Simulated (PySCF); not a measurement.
I₂Sn, singlet, geometry from GFN2-xTB (such geometries of metal compounds can be far from the true shape) (core potentials on I, Sn).

The PySCF input:
```python
from pyscf import gto, scf, dft

mol = gto.Mole()
mol.atom = '''
    Sn   -0.00085342   -0.00395542    1.15473199
    I     1.08671471   -1.84536015   -0.55020954
    I    -1.08590960    1.84909168   -0.53916026
'''
mol.basis = 'def2-svpd'
mol.ecp = {'I': 'def2-svpd', 'Sn': 'def2-svpd'}
mol.verbose = 3
mol.build()

mf = dft.RKS(mol)
mf.xc = 'camb3lyp'
mf.kernel()
```

Task: Predict the number of basis functions from CAMB3LYP/def2-SVPD in PySCF.

Result: 102

Task: What is the computed HOMO energy (CAMB3LYP/def2-SVPD)?

Result: -8.34 eV

Task: Estimate the dipole moment that CAMB3LYP/def2-SVPD returns for this input.

Result: 2.63 D

Task: Estimate the HOMO-LUMO gap that CAMB3LYP/def2-SVPD returns for this input.

Result: 5.86 eV
